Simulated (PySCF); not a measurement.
Excitation energy of Sn+ by level of theory

Sn+ [Kr] 4d10 5s2 5p1 (2P) → Sn+ [Kr] 4d10 5s2 5d1 (2D), as a difference of total energies. Calculation: PySCF 2.14, in aug-cc-pVTZ-PP with one added diffuse shell each of d, f type with ECP28MDF (6s5p5d3f, 67 functions); a scalar-relativistic core potential. Correlated levels: valence: 4s2 4p6 4d10 frozen. The calculations carry no spin-orbit coupling.

| method | excitation energy (eV) | error (eV) |
| --- | --- | --- |
| UHF | 7.707 | -0.843 |
| LDA | 7.437 | -1.113 |
| PBE | 7.206 | -1.344 |
| PBE0 | 7.427 | -1.123 |
| r2SCAN | 7.580 | -0.970 |
| CAM-B3LYP | 7.698 | -0.852 |
| wB97X | 7.829 | -0.721 |
| BHandHLYP | 7.605 | -0.945 |
| MN15 | 7.693 | -0.857 |
| MP2 (valence) | 7.578 | -0.972 |
| SCS-MP2 (valence) | 7.589 | -0.961 |

Reference: 8.550 eV (measured; NIST levels, between the centres of gravity of the two terms).

Errors of the correlated levels include the incompleteness of this basis and the frozen core.
